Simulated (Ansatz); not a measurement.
C4HF7O can be A, `FC1C(F)(F)OC(F)(F)C1(F)F`, or B, `FC1OC(F)(F)C(F)(F)C1(F)F`.

Calculated with Ansatz (gas phase, PBE0-D4/def2-TZVP geometries, no zero-point term in ΔE). CCSD(T)/CBS adds triple-zeta CCSD(T) − MP2 to the extrapolated MP2 energy (def2 sets, frozen cores). Functionals use def2-TZVPP. B3LYP here is the variant with VWN-RPA as its local correlation; programs differ in this.

A:

Z-matrix (Å, degrees):
```
C
C 1 1.535
F 1 1.348 2 113.0
C 1 1.524 2 101.6 3 -122.1
H 1 1.094 2 108.7 3 122.8
F 2 1.333 1 112.7 3 -91.0
F 2 1.332 1 111.7 3 30.1
O 2 1.386 1 106.7 3 150.1
F 4 1.337 1 110.9 2 84.0
C 4 1.553 1 101.4 2 -32.3
F 4 1.336 1 113.7 2 -153.0
F 10 1.324 4 113.2 1 147.9
F 10 1.338 4 110.2 1 -91.1
```

B:

Z-matrix (Å, degrees):
```
C
O 1 1.395
F 1 1.349 2 110.4
C 1 1.553 2 106.4 3 119.9
H 1 1.091 2 108.5 3 -119.4
C 2 1.375 1 111.5 3 -97.6
F 4 1.332 1 111.7 2 -118.8
C 4 1.554 1 103.6 2 -0.1
F 4 1.339 1 110.7 2 119.6
F 6 1.322 2 108.6 1 -156.6
F 6 1.339 2 111.4 1 84.0
F 8 1.328 4 113.2 1 -140.7
F 8 1.338 4 109.9 1 96.7
```

Q: Which isomer does CCSD(T)/CBS put lower? Give the gap. (An estimate is asked.)

A: Ansatz gave: A, by 6.1 kcal/mol.

Q: Give E(B) − E(A) in kcal/mol with B3LYP, HF/def2-TZVPP, ωB97M-V, CCSD(T)/def2-TZVPP, PBE0-D4, r2SCAN-D4, BLYP-D4. (Best estimate.)

A: Ansatz gave: B3LYP 5.8, HF/def2-TZVPP 7.2, ωB97M-V 6.3, CCSD(T)/def2-TZVPP 6.4, PBE0-D4 6.4, r2SCAN-D4 6.1, BLYP-D4 5.1. None reverses the order clearly.

Q: Does the order hold for the free energy at 298.15 K (harmonic terms from PBE0-D4)? (Estimate.)

A: Computed: Yes: G(B) − G(A) = +6.1 kcal/mol. Modes under 60 cm⁻¹, often nearly free rotors, make the harmonic entropy too high.

Largest T1 diagnostic: 0.013.

From BLYP to BHLYP (50 % exact exchange), in def2-TZVPP and without D4, E(B) − E(A) moves by +1.3 kcal/mol. At CCSD(T), def2-SVP lies +0.8 kcal/mol from the extrapolated value and def2-TZVPP +0.3 kcal/mol.
